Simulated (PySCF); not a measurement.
Computed shifts of a molecule CH₃Cl₂NSi₂, PBE/pcSseg-1 run with PySCF, GIAO, gas phase, equivalent atoms averaged, in ppm (number of nuclei): ²⁹Si: 28.5 (1), 7.8 (1). ¹⁵N: 579.5 (1). ¹³C: 216.3 (1). ¹H: 10.75 (1), 6.23 (2). References: ³⁵Cl against HCl (σ = 936.5 ppm); ²⁹Si against TMS (σ = 335.4 ppm); ¹⁵N against NH3 (σ = 267.0 ppm); ¹³C against TMS (σ = 182.0 ppm); ¹H against TMS (σ = 31.49 ppm), references at their B3LYP-D3(BJ)/def2-TZVP geometries, non-relativistic (without spin–orbit terms, shifts of atoms bonded to Cl or Br come out too high). Geometry: B3LYP-D3(BJ)/def2-SVP. One conformer was computed; it need not be the lowest.

Problem. Identify the compound among the candidates.
A. Cl[Si@H]1C=N[Si@@H]1Cl
B. Cl[Si]1(Cl)N=C[SiH2]1
C. Cl[Si]1(Cl)C=N[SiH2]1

Solution. B, Cl[Si]1(Cl)N=C[SiH2]1
